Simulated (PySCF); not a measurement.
Isomers of C5H9NO2, one GFN2-xTB conformer each. Single-point energies are computed at PBE0/pcSseg-1 (PySCF, gas phase, no added dispersion term), electronic only.

Problem. Rank them by PBE0/pcSseg-1 energy, lowest first (kcal/mol).
A. `[O:1]=[CH:2][NH:3][CH2:4]/[CH:5]=[CH:6]\[CH2:7][OH:8]` with O1–C2–N3–C4 4°, C2–N3–C4–C5 117°, N3–C4–C5–C6 66°, C5–C6–C7–O8 -76°, C6–C7–O8–H -61°
B. `[CH3:1][C:2](=[O:3])[N:4]([CH3:5])[C:6]([CH3:7])=[O:8]` with C1–C2–N4–C5 -1°, C2–N4–C6–C7 -1° (N-methyldiacetamide)
C. `[CH3:1][O:2][CH2:3]/[CH:4]=[N:5]/[C:6]([CH3:7])=[O:8]` with C1–O2–C3–C4 72°, O2–C3–C4–N5 -145°, C4–N5–C6–C7 -109°

Solution. B (0.0), A (32.7), C (42.7).

As drawn, the highest has a C=N bond, which the lowest lacks. GFN2-xTB itself gives, in the same order: 0.0, 38.0, 35.8. Both levels put the same isomer lowest; measured from each level's own lowest isomer, the values differ by up to 6.9 kcal/mol (COC/C=N/C(C)=O: 35.8 against 42.7).

Problem. Which frontier levels, dipoles and rotational constants go with these structures?

Solution. 
```csv
SMILES,"HOMO (eV, PBE0/pcSseg-1)",LUMO (eV),dipole (D),"A, B, C (MHz)"
CC(=O)N(C)C(C)=O,-7.72,-0.60,3.01,"3206, 1835, 1193"
O=CNC/C=C\CO,-7.14,-0.60,5.05,"3978, 1175, 976.8"
COC/C=N/C(C)=O,-7.23,-1.09,3.76,"5020, 885.2, 788.9"
```
